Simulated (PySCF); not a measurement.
Species: C9H17Al.
Geometry (PBE0-D3(BJ)/def2-SVP, Å), atoms numbered from 1 in this order:
```
atom  x, y, z in Å
C1     2.8357   -0.0983    1.2624
C2     3.4100    0.6879    0.0608
C3     2.1944    1.1013   -0.7831
C4     1.0666    0.1472   -0.3812
C5    -0.3268    0.6234   -0.7998
C6    -1.4275   -0.4572   -0.7359
C7    -2.0576   -0.6184    0.6615
C8    -2.4482    0.7451    1.2610
Al9   -1.0044    1.8888    0.5714
C10    1.3149    0.0074    1.1270
H11    3.1992    0.2709    2.2328
H12    3.1297   -1.1577    1.2032
H13    3.9961    1.5623    0.3807
H14    4.0951    0.0531   -0.5214
H15    1.8867    2.1329   -0.5326
H16    2.3906    1.0874   -1.8660
H17    1.2749   -0.8426   -0.8388
H18   -0.2582    1.0081   -1.8306
H19   -2.2331   -0.1729   -1.4369
H20   -1.0490   -1.4334   -1.0933
H21   -1.3347   -1.1145    1.3312
H22   -2.9191   -1.3062    0.5982
H23   -2.6219    0.7022    2.3474
H24   -3.4013    1.0959    0.8172
H25   -0.5458    3.3633    0.9704
H26    0.7801   -0.8301    1.5972
H27    0.9689    0.9353    1.6428
```

Method used: PySCF, PBE0-D3(BJ)/def2-SVP geometry optimisation, gas phase.

Which atoms are bound to Al9, and at what distances?

3 atoms: H25 1.595 Å, C8 1.967 Å, C5 1.985 Å. The nearest atom not counted as bound is H27, at 2.44 Å.

List the angles at Al9.

| angle | degrees | distance of the outer atoms (Å) |
| --- | --- | --- |
| C5–Al9–H25 | 131.6 | 3.27 |
| C8–Al9–H25 | 131.4 | 3.25 |
| C5–Al9–C8 | 97.0 | 2.96 |

What is the shape at Al9?

Planar: angles 131.6°, 131.4° and 97.0°, sum 360.0°, 0.01 Å off the plane of its three neighbours. The Al–C distances aren't all alike: 1.967 to 1.985 Å.

What are the other bond lengths?

C1–C2 1.547 Å; C2–C3 1.536 Å; C3–C4 1.531 Å; C4–C5 1.531 Å; C5–C6 1.544 Å; C6–C7 1.541 Å; C7–C8 1.540 Å; C4–C10 1.535 Å; C1–C10 1.531 Å. (A selection.)

Give some angles away from the centre.

C2–C1–C10 105.4°, C1–C2–C3 105.6°, C2–C3–C4 105.7°, C3–C4–C5 113.9°, C3–C4–C10 101.3°, C5–C4–C10 116.4°, C4–C5–C6 114.8°, C4–C5–Al9 108.7°, C6–C5–Al9 100.0°, C5–C6–C7 113.7°.

What are the rotational constants (commonest isotopes, rigid rotor)?

A = 2165, B = 712.0, C = 701.2 MHz: a near-prolate asymmetric top.

Point group: C1 (no symmetry element, even within 0.4 Å). Charge 0, singlet. Whether it is a minimum is left open (no frequencies).

One conformer stands for the species.
